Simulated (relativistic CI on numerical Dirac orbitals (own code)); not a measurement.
## Mn2+ in a cubic cluster: L2,3 absorption with charge transfer

Computed with a charge-transfer multiplet model of a cubic metal-ligand cluster with up to 3 ligand holes, Slater and spin-orbit integrals from Dirac-Coulomb-Breit ions, Slater integrals scaled by 0.7. The ground state mixes d5 with configurations of k ligand holes L, whose averages lie at kΔ + k(k − 1)U_dd/2; a core hole lowers each added d electron by U_cd. 300 K, Lorentzian 0.4 eV and Gaussian 0.3 eV FWHM.

Atomic integrals in eV (Slater integrals scaled, ζ unscaled), ground: F2dd 7.178, F4dd 4.458, zeta_d 0.037; with the core hole: F2dd 7.764, F4dd 4.828, zeta_d 0.052, zeta_core 6.792, F2cd 4.448, G1cd 3.278, G3cd 1.861.

Cluster parameters (eV): Δ = 6.2, U_dd = 5.7, U_cd = 6.5, 10Dq(ligand) = 0, V(eg) = 2.35, V(t2g) = -1.24, final-state hopping factor = 0.9.

| Case | n_d | d5 | d6L | d7L2 | d8L3 | S |
| --- | --- | --- | --- | --- | --- | --- |
| 10Dq = -0.35 eV | 5.19 | 0.82 | 0.17 | 0.01 | 0.00 | 2.50 |
| 10Dq = 0.55 eV | 5.18 | 0.83 | 0.16 | 0.01 | 0.00 | 2.50 |
| 10Dq = 1.15 eV | 5.17 | 0.83 | 0.16 | 0.01 | 0.00 | 2.50 |

Weights, n_d and S are thermal averages at 300 K. Photon energies count from the first peak over 30 % of the highest in each spectrum, which can be another peak from case to case. The parameters are a model scan and need not match a compound or its usual spin state. A negative ionic 10Dq is a model choice; hopping adds the covalent part of the field. Peaks in eV (height, largest 100):
- 10Dq = -0.35 eV: 0.0 (100), 1.0 (39), 3.0 (11), 10.3 (19), 11.7 (28)
- 10Dq = 0.55 eV: -1.1 (27), 0.0 (100), 2.7 (11), 9.7 (15), 11.1 (21), 11.6 (21)
- 10Dq = 1.15 eV: 0.0 (38), 1.6 (100), 4.1 (9), 10.8 (15), 12.4 (22), 13.4 (16)

For the case 10Dq = 0.55 eV, Δ = 6.2 eV is larger than U_dd = 5.7 eV, the Mott-Hubbard side of the Zaanen-Sawatzky-Allen scheme. With the core hole the configuration with one ligand hole lies at Δ + U_dd − U_cd = 5.4 eV above the one without, against Δ in the ground state. The added d electron screens the hole, so the order of the configurations is kept and charge-transfer satellites are weaker than in photoemission.
